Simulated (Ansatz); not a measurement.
Reaction (ligand exchange at the Al–C bond): `COB(F)[CH2][AlH2]` + `N[SiH2][GeH3]` → `[AlH2][NH][SiH2][GeH3]` + `COB(C)F`

Isolated molecules relaxed with PBE0-D4/def2-TZVP in Ansatz; ΔE leaves out vibrations. CCSD(T)/CBS is the MP2 limit (def2-TZVPP, def2-QZVPP) plus CCSD(T) − MP2 in def2-TZVPP, frozen cores. For Ge outer-core shells are correlated without core-valence functions, which leaves a few kJ/mol of doubt a bond. Scalar relativity is left out up to krypton. Each species was taken in one conformer, which may not be the lowest.

```tsv
species	CCSD(T)/CBS(def2) energy (Eh)
`COB(F)[CH2][AlH2]`	-522.19856
`N[SiH2][GeH3]`	-2424.12162
`[AlH2][NH][SiH2][GeH3]`	-2666.76326
`COB(C)F`	-279.59237
```

(1) Work out ΔE.

Largest T1 diagnostic among the species: 0.012.

Results:

(1) ΔE = (-2666.76326) + (-279.59237) − (-522.19856) − (-2424.12162) = -0.03545 Eh = -22.2 kcal/mol.

In def2-TZVPP, CCSD(T) changes the Hartree–Fock value by +1.2 kcal/mol (the triples alone add +0.1 kcal/mol) and MP2 by +1.1 kcal/mol.
